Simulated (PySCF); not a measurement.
# [Pm(H2O)3]3+ at several levels of theory

Computed with PySCF 2.14.0 (density fitting, no spin-orbit coupling) at the geometry relaxed with PBE0:

```xyz
10
[Pm(H2O)3]3+ (singlet in the valence; each metal's 4f electrons, 4 of them, lie in its core potential, out of spins and levels)
Pm    0.0000    0.0000    0.0000
O     2.3232    0.0000    0.0000
H     2.9394   -0.7468    0.1927
H     2.9394    0.7468   -0.1927
O    -1.1616    2.0120    0.0000
H    -0.8229    2.9190    0.1927
H    -2.1165    2.1721   -0.1927
O    -1.1616   -2.0120    0.0000
H    -2.1164   -2.1722    0.1927
H    -0.8229   -2.9190   -0.1927
```

| level | basis | state | HOMO (eV) | gap (eV) | charge on Pm1 (e) | population of f-type functions on Pm1 (polarisation alone where 4f lies in the core) | dipole about the centre of mass (D) | largest force component (eV/Å) |
| --- | --- | --- | --- | --- | --- | --- | --- | --- |
| PBE0 | Pm lcecp-1-SVP with ECP50, O def2-SVP, H def2-SVP | singlet | -24.97 | 8.20 | 2.02 | 0.05 | 0.00 | 0.00 |
| BLYP | the same | singlet | -23.00 | 5.37 | 1.86 | 0.05 | 0.00 | 0.57 |
| PBE0 | Pm lcecp-1-TZVP with ECP50, O def2-TZVP, H def2-TZVP | singlet | -24.98 | 8.29 | 2.24 | 0.07 | 0.00 | 0.32 |

In the lcecp rows the 4f levels are missing from HOMO and gap, and the state counts the valence alone.

Charges are Mulliken's, which hang on the basis. The relaxation used the grid (50, 194), these runs (75, 302) or, all-electron (x2c bases, spin-free X2C Hamiltonian), (99, 590).

(1) What does CAM-B3LYP with Pm lcecp-1-SVP with ECP50, O def2-SVP, H def2-SVP give here?

A frequency check found unstable modes (1, the lowest at -18 cm⁻¹), so the relaxed geometry is a saddle point, or these are noise. An lcecp potential fixes the number of 4f electrons, so in runs with it no electron can move into or out of that shell.

## Answers

(1) state singlet, HOMO (eV) -26.45, gap (eV) 10.63, charge on Pm1 (e) 2.00, population of f-type functions on Pm1 (polarisation alone where 4f lies in the core) 0.05, dipole about the centre of mass (D) 0.00, largest force component (eV/Å) 0.12. Time: 11 s on 2 threads of Arm Neoverse V2, on a shared host, from an already converged density.
